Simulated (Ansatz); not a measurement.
Molecular dynamics, step by step

CH2OSe (SMILES C1O[Se]1), closed shell, CAM-B3LYP-D4/def2-SVP (Ansatz 0.2.0). Settings (timestep in fs, temperature in K; T counts 9 degrees of freedom):

```yaml
hamiltonian: {xc: {name: CAM-B3LYP}, dispersion: d4}
md: {n_steps: 40, timestep: 1.0, temperature: 500, ensemble: nve, seed: 698, initial_velocities: maxwell_boltzmann}
```

Start (the SMILES describes the start alone):

C1  (0.051, 0.283, -0.134)
O2  (-0.898, -0.275, 0.671)
Se3  (0.392, -1.532, 0.300)
H4  (-0.245, 0.496, -1.160)
H5  (0.700, 1.028, 0.322)
(Å)

```csv
step,time (fs),potential energy less the start (meV),kinetic energy (meV),T (K)
0,0.00,0.0,193.9,500
2,2.00,95.9,107.0,276
4,4.00,126.0,78.0,201
6,6.00,26.9,168.4,434
8,8.00,135.0,71.6,185
10,10.00,22.0,173.3,447
12,12.00,44.7,155.8,402
14,14.00,126.6,77.6,200
16,16.00,53.6,145.1,374
18,18.00,100.1,100.2,258
20,20.00,101.8,99.5,257
22,22.00,31.2,166.3,429
24,24.00,130.2,73.2,189
26,26.00,112.2,89.6,231
28,28.00,80.5,115.9,299
30,30.00,155.8,49.6,128
32,32.00,52.5,144.4,372
34,34.00,92.0,109.1,281
36,36.00,120.0,83.1,214
38,38.00,56.9,140.5,362
40,40.00,115.4,88.3,228
```

Step 22, positions (Å) and forces (eV/Å):

```
atom       x       y       z      Fx      Fy      Fz
  C1   0.003   0.344  -0.119  -0.494  -0.740  -1.614
  O2  -0.932  -0.196   0.664   0.018  -0.625   0.305
 Se3   0.407  -1.558   0.300  -0.485   0.974  -0.034
  H4  -0.276   0.543  -1.194   0.236  -0.251   0.778
  H5   0.676   1.061   0.304   0.725   0.642   0.564
```

Step 30, positions (Å) and forces (eV/Å):

```json
{"atom": "C1", "x": "0.006", "y": "0.331", "z": "-0.131", "Fx": "0.664", "Fy": "-1.065", "Fz": "3.269"}
{"atom": "O2", "x": "-0.949", "y": "-0.180", "z": "0.670", "Fx": "0.390", "Fy": "-1.023", "Fz": "0.033"}
{"atom": "Se3", "x": "0.409", "y": "-1.558", "z": "0.298", "Fx": "-0.811", "Fy": "0.967", "Fz": "0.100"}
{"atom": "H4", "x": "-0.273", "y": "0.480", "z": "-1.103", "Fx": "-0.564", "Fy": "0.697", "Fz": "-3.110"}
{"atom": "H5", "x": "0.694", "y": "1.001", "z": "0.382", "Fx": "0.321", "Fy": "0.424", "Fz": "-0.291"}
```

Step 36, positions (Å) and forces (eV/Å):

| atom | x | y | z | Fx | Fy | Fz |
| --- | --- | --- | --- | --- | --- | --- |
| C1 | 0.013 | 0.305 | -0.117 | 0.650 | 1.323 | -1.792 |
| O2 | -0.952 | -0.191 | 0.676 | 0.639 | -0.566 | -0.191 |
| Se3 | 0.408 | -1.553 | 0.298 | -0.659 | 0.497 | 0.193 |
| H4 | -0.230 | 0.535 | -1.248 | 0.230 | -0.522 | 2.015 |
| H5 | 0.761 | 1.048 | 0.313 | -0.860 | -0.732 | -0.224 |

Last step (40):

| atom | x (Å) | y (Å) | z (Å) |
| --- | --- | --- | --- |
| C1 | 0.0217 | 0.2975 | -0.1268 |
| O2 | -0.9473 | -0.2067 | 0.6780 |
| Se3 | 0.4047 | -1.5485 | 0.2976 |
| H4 | -0.1771 | 0.5108 | -1.1139 |
| H5 | 0.7451 | 1.0385 | 0.2692 |

Hardware: 2 CPU threads of an Intel Xeon, shared host. Wall time about 2.1 min.
